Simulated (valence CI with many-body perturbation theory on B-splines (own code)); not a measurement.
Values are calculated unless marked as measured or tabulated.
## Hyperfine factors and g values of Ga XVII

Method: valence CI with perturbative core correlation (CI+MBPT): five valence electrons over a frozen Dirac-Fock core [Ne], a basis of 9 s, 9 p, 8 d, 6 f, 3 g, 1 h functions for each j, with the one-electron correlation potential Σ1, the two-electron term Σ2, the three-electron term Σ3, Breit, model QED; selected CI, second order for the rest (own B-spline code, finite nucleus).

No measured levels were compared; by estimate levels of excited configurations hold to 0.05 to 0.15 % of their energy, terms of the ground configuration to about 0.5 %. Among the levels kept, up to 460 cm⁻¹ of a level comes from second order outside the variational space, and about a tenth of that is noise between levels of different J, which matters for small intervals.

A/g_I is the dipole constant over the nuclear g factor μ/I (μ in nuclear magnetons, uniformly magnetised nucleus), B/Q the quadrupole constant per barn. Both hold the static response of the core; the bare values leave it out. Large factors of s and p1/2 electrons are usually good to 5 to 10 %; those of open d and f shells near neutrality can be off by tens of per cent, and small factors of p3/2, d and f electrons come from cancelling terms and can be off by a factor of two or in sign, in half-filled shells by more. B is blank for J = 1/2, where it vanishes, and for nearly pure S terms. Energies count from the lowest level.

Names give the largest LS component (configuration and term), which can be under half, so a name can repeat, a term be missing and a line seem to break the LS rules; names also repeat where a configuration has a term twice. Letters in brackets count levels of one name in rising energy.

| Level | E (cm⁻¹) | g | A/g_I (MHz) | A/g_I bare | B/Q (MHz/b) | B/Q bare |
| --- | --- | --- | --- | --- | --- | --- |
| 3s2.3p3 4S°_3/2 | 0 | 1.912 | 2590 | 3050 | 1740 | 1680 |
| 3s2.3p3 2D°_3/2 | 53242 | 0.970 | 7310 | 7100 | 15200 | 14700 |
| 3s2.3p3 2D°_5/2 | 67963 | 1.199 | 16400 | 15900 | -104 | -99.0 |
| 3s2.3p3 2P°_1/2 | 104970 | 0.664 | 46300 | 44200 |  |  |
| 3s2.3p3 2P°_3/2 | 129110 | 1.249 | 9380 | 9210 | -17100 | -16400 |
| 3s.3p4 4P_5/2 | 383450 | 1.584 | 35000 | 33900 | 13000 | 12500 |
| 3s.3p4 4P_3/2 | 408310 | 1.713 | 28600 | 27800 | -11600 | -11200 |
| 3s.3p4 4P_1/2 | 416830 | 2.637 | 74600 | 72200 |  |  |
| 3s.3p4 2D_3/2 | 475920 | 0.850 | -6940 | -6420 | -19200 | -18500 |
| 3s.3p4 2D_5/2 | 484180 | 1.214 | 38400 | 36800 | -28500 | -27400 |
| 3s2.3p2.3d 2P_3/2 [a] | 540570 | 1.292 | 1220 | 1680 | 5180 | 5040 |
| 3s.3p4 2S_1/2 [a] | 546520 | 1.261 | 54000 | 51500 |  |  |
| 3s2.3p2.3d 4F_3/2 | 572720 | 0.473 | 5600 | 5490 | -385 | -175 |
| 3s2.3p2.3d 4F_5/2 | 582940 | 1.079 | 2880 | 3090 | 4590 | 4660 |
| 3s.3p4 2S_1/2 [b] | 584460 | 1.346 | 85200 | 81200 |  |  |
| 3s2.3p2.3d 4F_7/2 | 598830 | 1.247 | 3700 | 3900 | 2060 | 2260 |
| 3s2.3p2.3d 2F_5/2 [a] | 600120 | 0.954 | 11900 | 11600 | -3780 | -3530 |
| 3s2.3p2.3d 2F_7/2 [a] | 611470 | 1.256 | 5990 | 6110 | 7110 | 6970 |
| 3s2.3p2.3d 4D_1/2 | 613030 | 0.093 | 18400 | 17500 |  |  |
| 3s2.3p2.3d 4D_3/2 | 614090 | 1.148 | 7860 | 7910 | -6120 | -5920 |
| 3s2.3p2.3d 4F_9/2 | 615260 | 1.314 | 6700 | 6760 | -9390 | -8720 |
| 3s2.3p2.3d 4D_5/2 | 625540 | 1.227 | 7340 | 7380 | -4420 | -4190 |
| 3s2.3p2.3d 4D_7/2 | 650030 | 1.277 | 5120 | 5260 | 5300 | 5220 |
| 3s2.3p2.3d 2G_7/2 | 678990 | 0.917 | 9700 | 9450 | 26100 | 25500 |
| 3s2.3p2.3d 2P_3/2 [b] | 681350 | 1.275 | -3400 | -2770 | 4780 | 4650 |
| 3s2.3p2.3d 2G_9/2 | 689360 | 1.128 | 7050 | 7010 | 31500 | 30700 |
| 3s2.3p2.3d 4P_5/2 | 693680 | 1.557 | 2990 | 3400 | 1210 | 1220 |
| 3s2.3p2.3d 4P_3/2 | 702010 | 1.573 | 4730 | 5130 | -1960 | -1980 |
| 3s2.3p2.3d 4P_1/2 | 705270 | 2.043 | 37400 | 36200 |  |  |
| 3s2.3p2.3d 2P_1/2 [a] | 716890 | 1.243 | -4670 | -4310 |  |  |
| 3s2.3p2.3d 2D_3/2 [a] | 717400 | 0.970 | 6690 | 6710 | 3060 | 3040 |
| 3s2.3p2.3d 2D_5/2 [a] | 739960 | 1.215 | 9270 | 9200 | -6590 | -6210 |
| 3s2.3p2.3d 2D_3/2 [b] | 755820 | 0.854 | 7590 | 7350 | -2070 | -2070 |
| 3s2.3p2.3d 2D_5/2 [b] | 761710 | 1.182 | 4360 | 4500 | 20500 | 19900 |
| 3s2.3p2.3d 2P_1/2 [b] | 770410 | 0.851 | -8130 | -7670 |  |  |
| 3s2.3p2.3d 2F_5/2 [b] | 775570 | 0.973 | 5820 | 5800 | 5280 | 5240 |
| 3s2.3p2.3d 2F_7/2 [b] | 790570 | 1.139 | 8070 | 8030 | -3600 | -3220 |
| 3s2.3p2.3d 2P_3/2 [c] | 792980 | 1.293 | 3940 | 4230 | -6030 | -5810 |
| 3s2.3p2.3d 2S_1/2 | 796550 | 1.854 | 35500 | 34500 |  |  |
| 3s2.3p2.3d 2D_3/2 [c] | 828720 | 0.813 | 5570 | 5600 | 5780 | 5720 |

Problem. Take the isotope of mass number 69, with I = 3/2, μ = 2.01502 μN and Q = 0.171 b. What is the hyperfine structure of 3s2.3p3 2D°_3/2?

Solution. From the table A = 9820 MHz, B = 2600 MHz. Shifts from the centre of gravity in MHz: F = 0: -33600, F = 1: -26400, F = 2: -9320, F = 3: 22700.
